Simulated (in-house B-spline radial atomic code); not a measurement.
# Sm⁺: [Xe] 4f6 6s1

All numbers are computed (Dirac-Kohn-Sham B3LYP, spherical fractional occupations; Fermi nucleus of rms radius 5.0819 fm) with a radial B-spline atomic code at the basis-set limit, not measured.

Effective charges: Z_r = [3n² - l(l+1)]/(2<r>) from the radius, Z_e = n√(-2ε) from the energy, and Slater's rules. Values are occupation-weighted means over j. An effective charge above Z reflects the relativistic contraction of the inner shells.

```tsv
shell	electrons	ε (eV)	<r> (bohr)	Z_r	Z_e	Slater
1s	2	-46731	0.02274	65.95	58.61	61.70
2s	2	-7663	0.09648	62.19	47.46	57.85
2p	6	-6858.9	0.08516	58.72	44.91	57.85
3s	2	-1694.6	0.2544	53.07	33.48	50.75
3p	6	-1439.6	0.2526	49.49	30.86	50.75
3d	10	-1082.9	0.2309	45.47	26.76	40.85
4s	2	-346.9	0.5789	41.46	20.20	34.25
4p	6	-262.03	0.6123	37.57	17.55	34.25
4d	10	-139.77	0.6708	31.31	12.82	22.85
5s	2	-52.077	1.411	26.57	9.78	11.15
5p	6	-31.167	1.654	22.07	7.57	11.15
6s	1	-8.5283	3.941	13.70	4.75	3.20
4f	6	-8.295	1.019	17.67	3.12	14.25
```

The least bound orbital is 4f7/2 at -8.065 eV, while the most diffuse is 6s1/2 (<r> = 3.941 bohr against 1.028 bohr): energy order and size order differ.

Spin-orbit splittings of the orbital energies (j = l + 1/2 above j = l - 1/2 when positive): 2p 603.3 eV, 3p 122.7 eV, 3d 26.58 eV, 4p 27.05 eV, 4d 4.854 eV, 5p 3.639 eV, 4f 0.5371 eV.

For the 1s electron the small component carries 5.31 % of the norm, the zero-frequency Breit interaction raises the level by 136.1 eV, self-energy by 80.8 eV, and vacuum polarisation lowers it by 12.78 eV.

Caution: exact exchange at fractional occupations of open shells leaves self-interaction of up to several eV.
